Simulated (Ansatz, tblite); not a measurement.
Isomers of Ge₃Se₄ (singlet), found by a short tight-binding search and relaxed with PBE-D4/def2-SVP in Ansatz.

The xTB rows come from tblite. LC-ωPBE has ω = 0.4 bohr⁻¹. Correlated methods freeze 63 core orbitals; core or outer-core shells of Ge, Se are correlated, in sets that lack core-valence functions.

Other spin states weren't relaxed.

A:

```xyz
7

Ge    0.2895    1.4226   -1.5275
Ge   -0.4492   -1.4213    0.4473
Ge   -0.4816    1.1375    2.6033
Se   -1.5175    0.9536    0.3119
Se    0.9669   -0.7199    2.4017
Se   -0.2177   -0.5158   -2.9817
Se    1.4095   -0.8567   -1.2550
```

B:

| atom | x (Å) | y (Å) | z (Å) |
| --- | --- | --- | --- |
| Ge1 | -2.010 | -0.195 | 1.031 |
| Ge2 | 0.689 | -0.492 | -2.103 |
| Ge3 | 2.048 | 1.063 | 1.663 |
| Se4 | -1.733 | 0.358 | -1.525 |
| Se5 | -1.161 | -1.856 | -0.825 |
| Se6 | 2.373 | 0.410 | -0.613 |
| Se7 | -0.207 | 0.712 | 2.372 |

C:

```tsv
atom	x (Å)	y (Å)	z (Å)
Ge1	0.110	1.939	-0.473
Ge2	1.295	-0.648	1.377
Ge3	-0.380	-1.424	-1.747
Se4	-1.175	-1.618	0.684
Se5	0.487	1.583	1.900
Se6	-2.010	0.204	-0.620
Se7	1.672	-0.036	-1.121
```

D:

```
atom   x (Å)   y (Å)   z (Å)
 Ge1  -0.134   1.117   1.970
 Ge2  -1.654   0.431  -0.963
 Ge3   1.604  -1.887  -0.526
 Se4   2.060   0.346   0.380
 Se5  -1.932  -0.322   1.397
 Se6   0.418   1.892  -0.523
 Se7  -0.363  -1.577  -1.736
```

E:

```tsv
atom	x (Å)	y (Å)	z (Å)
Ge1	-1.682	-0.146	-0.786
Ge2	-0.024	1.284	1.350
Ge3	2.288	-0.363	-1.535
Se4	1.679	-2.054	0.070
Se5	0.574	1.295	-1.312
Se6	-2.474	1.236	1.094
Se7	-0.362	-1.252	1.120
```

Estimate their order by electronic energy at PBE0-D4/def2-TZVP, counted from the lowest.

C (0.00) < E (0.46) < A (0.55) < D (0.58) < B (1.07), in eV.

Do the other levels pick the same lowest one?

Not GFN1-xTB. Energies above each level's lowest (eV):

```csv
level,A,B,C,D,E
GFN1-xTB,0.49,0.26,0.06,0.00,0.20
GFN2-xTB,0.20,0.21,0.00,0.25,0.26
HF/def2-SVP,0.31,0.77,0.00,0.38,0.30
PBE-D4/def2-SVP,0.56,1.02,0.00,0.55,0.44
PBE-D4/def2-TZVP,0.55,1.00,0.00,0.55,0.43
r2SCAN-D4/def2-TZVP,0.51,0.96,0.00,0.51,0.42
PBE0-D4/def2-SVP,0.56,1.10,0.00,0.59,0.47
PBE0-D4/def2-TZVP,0.55,1.07,0.00,0.58,0.46
LC-ωPBE/def2-TZVP,0.50,1.13,0.00,0.61,0.45
RPA@PBE/def2-SVP,0.44,1.00,0.00,0.49,0.41
MP2/def2-SVP,0.52,1.11,0.00,0.55,0.50
```
Point groups (tolerance 0.1 Å): A not assigned, B C2v, C Cs, D not assigned, E Cs. Lower isomers may exist.
